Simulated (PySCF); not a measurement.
C₈H₉FOS.
Atom-mapped SMILES: `[CH3:1][S@:2](=[O:3])[c:4]1[cH:5][cH:6][cH:7][cH:8][c:9]1[CH2:10][F:11]` (hydrogens: H12, H13, H14 on C1; H15 on C5; H16 on C6; H17 on C7; H18 on C8; H19, H20 on C10)

Geometry (PBE0-D3(BJ)/def2-SVP, Å), atoms numbered from 1 in this order:
```xyz
20
C8H9FOS angstrom
C      2.0109    0.1229   -0.4545
S      0.9167    0.2890   -1.8978
O      0.5070    1.7352   -1.9441
C     -0.4549   -0.6831   -1.2406
C     -0.4585   -2.0324   -1.5930
C     -1.4779   -2.8694   -1.1489
C     -2.5051   -2.3354   -0.3752
C     -2.5123   -0.9804   -0.0511
C     -1.4922   -0.1238   -0.4764
C     -1.5634    1.3379   -0.1138
F     -2.6495    1.5737    0.6919
H      2.2918   -0.9317   -0.3246
H      1.4989    0.5060    0.4384
H      2.8977    0.7339   -0.6738
H      0.3448   -2.4241   -2.2244
H     -1.4755   -3.9279   -1.4179
H     -3.3180   -2.9764   -0.0262
H     -3.3222   -0.5596    0.5452
H     -0.6554    1.6671    0.4157
H     -1.6353    1.9552   -1.0212
```

Level: PBE0/pcSseg-1 in PySCF, non-relativistic, on one gas-phase PBE0-D3(BJ)/def2-SVP geometry that isn't relaxed in the solvent. The solvent is an IEF-PCM continuum (van der Waals radii × 1.2). Only the electrostatic response of the medium enters.

```json
{"run": "gas", "E − E(gas) (kcal/mol)": "0.00", "HOMO (eV)": "-6.80", "HOMO–LUMO gap (eV)": "5.70", "dipole (D)": "4.24"}
{"run": "P", "E − E(gas) (kcal/mol)": "-6.42", "HOMO (eV)": "-6.82", "HOMO–LUMO gap (eV)": "5.83", "dipole (D)": "5.23"}
{"run": "Q", "E − E(gas) (kcal/mol)": "-9.04", "HOMO (eV)": "-6.84", "HOMO–LUMO gap (eV)": "5.88", "dipole (D)": "5.69"}
```

Problem. The runs were made in chloroform and dimethylsulfoxide. Which run belongs to which solvent?

Solution. P = chloroform, Q = dimethylsulfoxide. The dielectric constants are 4.711 (chloroform), 46.83 (dimethylsulfoxide), and the energy falls further as ε rises. In this model the ground state sees the solvent through ε alone.

Problem. How constant is the ratio of the lowering to (ε − 1)/(2ε + 1)?

Solution. 
```csv
solvent,(ε − 1)/(2ε + 1),E − E(gas) (kcal/mol),ratio (kcal/mol),polarisation term (kcal/mol)
chloroform,0.356,-6.42,-18.0,-7.21
dimethylsulfoxide,0.484,-9.04,-18.7,-10.67
```

The ratio changes by +3.5 % in size from chloroform to dimethylsulfoxide. The polarisation term is half the interaction of the solute with the induced surface charges.
